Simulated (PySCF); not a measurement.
C2HF2O2, multiplicity 2. Atoms are numbered in the order given.

```xyz
7

O     -1.2294     1.3231     0.0000
C     -0.1458     0.7681     0.0000
O      1.0521     1.4003     0.0000
C      0.0131    -0.6656     0.0000
F     -1.0186    -1.4682     0.0000
F      1.1703    -1.2825     0.0000
H      0.8495     2.3535     0.0000
```
Charge 0, spin multiplicity 2.

Geometry: TPSSh-D3(BJ)/def2-SVP. A frequency run showed that this geometry is not a minimum. The isomer is the one that the SMILES or the coordinates give; other isomers of the formula were not compared. One conformer was computed; it need not be the lowest.

Level of theory: PySCF with M06-2X/def2-TZVP.

Atomic charges (e):

```csv
atom,Mulliken,meta-Löwdin,Mulliken spin
O1,-0.32,-0.46,0.20
C2,0.26,0.47,-0.03
O3,-0.40,-0.48,0.02
C4,0.36,?,0.73
F5,-0.12,?,0.04
F6,-0.13,?,0.04
H7,0.35,?,0.00
```

Some entries are withheld; supply them. (The exact figures need the calculation; the answer reports its results.)


- C4, meta-Löwdin: 0.52
- F5, meta-Löwdin: -0.21
- F6, meta-Löwdin: -0.21
- H7, meta-Löwdin: 0.37

Give the Mayer and Wiberg (Löwdin basis) orders of the bonds. (An estimate is asked for; the answer gives what the named calculation found.)


| bond | Mayer | Wiberg |
|---|---|---|
| O1–C2 | 1.97 | 2.61 |
| C2–O3 | 1.16 | 1.74 |
| C2–C4 | 1.23 | 1.37 |
| C4–F5 | 1.18 | 1.89 |
| C4–F6 | 1.16 | 1.88 |
| O3–H7 | 0.85 | 0.96 |
